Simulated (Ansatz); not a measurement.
Consider the ligand exchange at the Si–S bond: `[SiH3][SiH2]S` + `O[SiH2]S` → `[SiH3][SiH2]O[SiH2]S` + H₂S.

Computed with Ansatz on PBE0-D4/def2-TZVP structures; ΔE is electronic, products minus reactants. CBS: MP2 limit from def2 TZ/QZ plus the TZ coupled-cluster correction, frozen cores. This one scheme is used for every species. Functionals use def2-TZVPP. B3LYP here is the variant with VWN-RPA as its local correlation; programs differ in this. Each species was taken in one conformer, which may not be the lowest.

```tsv
level	ΔE (kJ/mol)
B3LYP-D4	-47.6
B2PLYP	-41.9
B3LYP	-39.4
SCS-MP2/def2-TZVPP	-46.3
CCSD/def2-TZVPP	-46.6
CCSD(T)/def2-TZVPP	-44.6
SCS-MP2/def2-QZVPP	-45.4
CCSD/CBS(def2)	-44.2
```

Q: What does CCSD(T)/CBS give? (Best estimate.)

A: Ansatz gave: -42.2 kJ/mol. The listed levels differ from it by -5.4, 0.3, 2.8, -4.1, -4.4, -2.4, -3.2, -2.0 kJ/mol.

Largest T1 diagnostic among the species: 0.012.

From PBE to PBE0 (25 % exact exchange), in def2-TZVPP and without D4, ΔE moves by −4.0 kJ/mol. In def2-TZVPP, CCSD(T) changes the Hartree–Fock value by +9.0 kJ/mol (the triples alone add +2.0 kJ/mol) and MP2 by +12.0 kJ/mol. The D4 term adds −8.2 kJ/mol with B3LYP and −5.3 kJ/mol with PBE0; it sums over pairs of atoms, weighted by their polarisabilities, and B3LYP, whose exchange is more repulsive, gets the larger term.
